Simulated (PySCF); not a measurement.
Harmonic spectrum computed at PBE0 in the def2-TZVP basis family (core potentials from Rb on, PySCF, no spin–orbit coupling):

```tsv
symmetry	ω (cm⁻¹)	IR (km/mol)
a1	120	3.7
b1	134	25.3
b2	148	42.1
a1	383	22.1
b2	386	80.8
a1	848	49.7
```

Task: Which molecule gave it? In each, all ligands are bound to the one heavy central atom.
A. SnOCl₂ (singlet)
B. CoOCl₂ (quartet)
C. GeOCl₂ (singlet)
D. TiOCl₂ (singlet)

Result: A. It has C2v symmetry with Sn–Cl 2.296 Å (×2), Sn–O 1.812 Å.
